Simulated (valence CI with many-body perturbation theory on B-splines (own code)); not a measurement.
Re IV: calculated level list

Level of theory: relativistic CI+MBPT: four valence electrons over a frozen Dirac-Fock core [Xe] 4f14, a basis of 7 s, 7 p, 8 d, 6 f, 4 g, 1 h functions for each j, with the one-electron correlation potential Σ1, the two-electron term Σ2, the three-electron term Σ3, Breit, model QED; selected CI, second order for the rest, scaled by the run's own slope (own B-spline code, finite nucleus).

Set against measurement, 69 paired levels are off by 865 cm⁻¹ on average, the worst by 2063. These come from a selection out of Brasseur, Gamrath and Quinet, At. Data Nucl. Data Tables 157, 101636 (2024). Levels without a partner in it may be off by more, other configurations by 1,000 to 8,000 cm⁻¹. Among the levels kept, up to 360 cm⁻¹ of a level comes from second order outside the variational space, and about a tenth of that is noise between levels of different J, which matters for small intervals.

Levels 136 to 180 of 206, with energies above the lowest level, 5d4 5D_0. "Leading %" is the weight of the configuration and term that name the level; weights of strongly mixed levels are sums over their largest components and can fall short. In the jj column 3d3/2^4 stands for four electrons in 3d with j = 3/2.

```tsv
No.	Configuration	Term	J	E (eV)	Leading %	Leading jj	g	Second component
136	5d3 6p	5D°	4	16.296	49	5d3/2 5d5/2^2 6p3/2 (47 %)	1.286	18 % 5d3 6p 1G°
137	5d3 6p	3H°	6	16.382	39	5d3/2^2 5d5/2 6p3/2 (55 %)	1.113	33 % 5d3 6p 1I°
138	5d3 6p	3F°	3	16.396	26	5d3/2 5d5/2^2 6p1/2 (31 %)	1.105	19 % 5d3 6p 3D°
139	5d3 6p	1G°	4	16.459	34	5d3/2 5d5/2^2 6p3/2 (49 %)	1.152	20 % 5d3 6p 5D°
140	5d3 6p	3P°	1	16.492	54	5d5/2^3 6p1/2 (32 %)	1.309	12 % 5d3 6p 1P°
141	5d3 6p	3D°	3	16.580	30	5d3/2 5d5/2^2 6p3/2 (61 %)	1.236	15 % 5d3 6p 5P°
142	5d3 6p	3G°	4	16.619	33	5d3/2 5d5/2^2 6p3/2 (35 %)	1.104	33 % 5d3 6p 1G°
143	5d3 6p	3F°	2	16.635	48	5d3/2 5d5/2^2 6p3/2 (49 %)	1.012	17 % 5d3 6p 3D°
144	5d3 6p	3D°	1	16.646	33	5d3/2 5d5/2^2 6p3/2 (49 %)	1.329	29 % 5d3 6p 3S°
145	5d3 6p	3P°	0	16.657	70	5d3/2 5d5/2^2 6p3/2 (66 %)		16 % 5d3 6p 1S°
146	5d3 6p	1H°	5	16.683	44	5d5/2^3 6p1/2 (32 %)	1.080	32 % 5d3 6p 3G°
147	5d3 6p	3G°	3	16.704	46	5d3/2 5d5/2^2 6p3/2 (37 %)	0.949	11 % 5d3 6p 3F°
148	5d3 6p	5S°	2	16.721	46	5d3/2 5d5/2^2 6p3/2 (58 %)	1.587	16 % 5d3 6p 3D°
149	5d3 6p	3F°	2	16.830	27	5d3/2 5d5/2^2 6p3/2 (53 %)	1.124	19 % 5d3 6p 3P°
150	5d3 6p	3G°	3	16.860	28	5d3/2 5d5/2^2 6p3/2 (32 %)	1.060	18 % 5d3 6p 3F°
151	5d3 6p	3H°	6	16.893	51	5d3/2 5d5/2^2 6p3/2 (78 %)	1.101	35 % 5d3 6p 3I°
152	5d3 6p	3D°	1	16.998	65	5d3/2 5d5/2^2 6p3/2 (76 %)	0.860	11 % 5d3 6p 3S°
153	5d3 6p	3D°	3	17.104	62	5d3/2 5d5/2^2 6p3/2 (40 %)	1.279	9 % 5d3 6p 5P°
154	5d3 6p	3I°	7	17.145	98	5d3/2 5d5/2^2 6p3/2 (98 %)	1.143	
155	5d3 6p	3D°	2	17.203	57	5d3/2 5d5/2^2 6p3/2 (76 %)	1.189	14 % 5d3 6p 3P°
156	5d3 6p	1H°	5	17.224	41	5d3/2 5d5/2^2 6p3/2 (51 %)	1.075	32 % 5d3 6p 3G°
157	5d3 6p	1P°	1	17.309	32	5d3/2 5d5/2^2 6p3/2 (66 %)	1.372	27 % 5d3 6p 3S°
158	5d3 6p	3F°	4	17.347	78	5d3/2 5d5/2^2 6p3/2 (67 %)	1.235	5 % 5d3 6p 3G°
159	5d3 6p	3D°	3	17.584	48	5d5/2^3 6p3/2 (43 %)	1.166	17 % 5d3 6p 3G°
160	5d3 6p	3G°	4	17.588	38	5d3/2 5d5/2^2 6p3/2 (80 %)	1.103	24 % 5d3 6p 3F°
161	5d3 6p	3G°	5	17.594	48	5d3/2 5d5/2^2 6p3/2 (62 %)	1.111	33 % 5d3 6p 1H°
162	5d3 6p	3P°	2	17.604	37	5d5/2^3 6p3/2 (55 %)	1.280	17 % 5d3 6p 3D°
163	5d3 6p	3H°	6	17.670	44	5d5/2^3 6p3/2 (50 %)	1.087	43 % 5d3 6p 1I°
164	5d3 6p	3P°	0	17.752	74	5d5/2^3 6p3/2 (62 %)		15 % 5d3 6p 1S°
165	5d3 6p	1D°	2	17.774	56	5d3/2 5d5/2^2 6p3/2 (52 %)	1.052	10 % 5d3 6p 3P°
166	5d3 6p	3F°	4	17.793	28	5d5/2^3 6p3/2 (72 %)	1.081	23 % 5d3 6p 1G°
167	5d3 6p	3D°	3	17.796	47	5d3/2 5d5/2^2 6p3/2 (38 %)	1.146	15 % 5d3 6p 3G°
168	5d3 6p	3S°	1	17.841	45	5d3/2 5d5/2^2 6p3/2 (48 %)	1.657	29 % 5d3 6p 3P°
169	5d2 6s 6p	5G°	2	17.900	28	5d3/2^2 6s 6p1/2 (31 %)	0.794	27 % 5d3 6p 1D°
170	5d3 6p	3D°	3	17.929	31	5d3/2 5d5/2^2 6p3/2 (38 %)	1.097	27 % 5d3 6p 3F°
171	5d2 6s 6p	5G°	2	18.041	41	5d3/2^2 6s 6p1/2 (39 %)	0.645	22 % 5d3 6p 3F°
172	5d3 6p	1F°	3	18.207	32	5d5/2^3 6p3/2 (49 %)	1.051	14 % 5d3 6p 3D°
173	5d3 6p	3F°	4	18.246	47	5d3/2 5d5/2^2 6p3/2 (56 %)	1.151	43 % 5d3 6p 3G°
174	5d3 6p	3G°	5	18.251	90	5d3/2 5d5/2^2 6p3/2 (78 %)	1.191	
175	5d3 6p	3D°	2	18.297	67	5d3/2 5d5/2^2 6p3/2 (59 %)	1.123	4 % 5d3 6p 1D°
176	5d3 6p	3D°	1	18.368	47	5d5/2^3 6p3/2 (47 %)	0.914	22 % 5d3 6p 1P°
177	5d3 6p	3D°	1	18.446	41	5d5/2^3 6p3/2 (36 %)	0.762	33 % 5d3 6p 1P°
178	5d3 6p	1G°	4	18.491	73	5d3/2 5d5/2^2 6p3/2 (58 %)	1.028	7 % 5d3 6p 3F°
179	5d2 6s 6p	5G°	3	18.500	64	5d3/2^2 6s 6p1/2 (38 %)	0.972	8 % 5d3 6p 1F°
180	5d3 6p	1F°	3	18.590	45	5d3/2 5d5/2^2 6p3/2 (58 %)	1.062	18 % 5d3 6p 3D°
```

Names give the largest LS component (configuration and term), which can be under half, so a name can repeat, a term be missing and a line seem to break the LS rules; names also repeat where a configuration has a term twice.

Where two levels of one J and parity lie close, their mixing, g and order are uncertain.
